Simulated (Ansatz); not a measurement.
`C=C(C)C` and `C=[C](C)[AlH2]` differ in one atom or group.

Ansatz, PBE0-D4/def2-TZVP geometries, multiplicity 1. 

| property | `C=C(C)C` |
| --- | --- |
| size of the dipole moment (ωB97M-V/def2-TZVPP) / D | 0.57 |
| LUMO energy (B3LYP/def2-TZVPP) / eV | 0.31 |
| HOMO energy (PBE/def2-TZVPP) / eV | -5.93 |
| HOMO–LUMO gap (PBE0/def2-TZVPP) / eV | 7.60 |
| size of the dipole moment (PBE/def2-TZVPP) / D | 0.59 |
| HOMO–LUMO gap (B3LYP/def2-TZVPP) / eV | 7.14 |

(1) What does the change do to each property? (An estimate is asked.)

Answers

(1) The calculation gave: 
```json
{"property": "size of the dipole moment (ωB97M-V/def2-TZVPP) / D", "`C=[C](C)[AlH2]`": "0.83", "shift": "0.26"}
{"property": "LUMO energy (B3LYP/def2-TZVPP) / eV", "`C=[C](C)[AlH2]`": "-1.76", "shift": "-2.07"}
{"property": "HOMO energy (PBE/def2-TZVPP) / eV", "`C=[C](C)[AlH2]`": "-6.54", "shift": "-0.61"}
{"property": "HOMO–LUMO gap (PBE0/def2-TZVPP) / eV", "`C=[C](C)[AlH2]`": "6.09", "shift": "-1.51"}
{"property": "size of the dipole moment (PBE/def2-TZVPP) / D", "`C=[C](C)[AlH2]`": "0.93", "shift": "0.34"}
{"property": "HOMO–LUMO gap (B3LYP/def2-TZVPP) / eV", "`C=[C](C)[AlH2]`": "5.65", "shift": "-1.49"}
```

With PBE0 the HOMO falls by 0.61 eV and the LUMO falls by 2.11 eV, so the gap narrows by about 1.50 eV. PBE moves the HOMO by -0.61 eV and ωB97M-V by -0.58 eV. The zero-point energy changes by -65.7 kJ/mol with -3 modes. Dipoles are sizes alone; their direction can turn.

B3LYP here is the variant with VWN-RPA as its local correlation; programs differ in this.
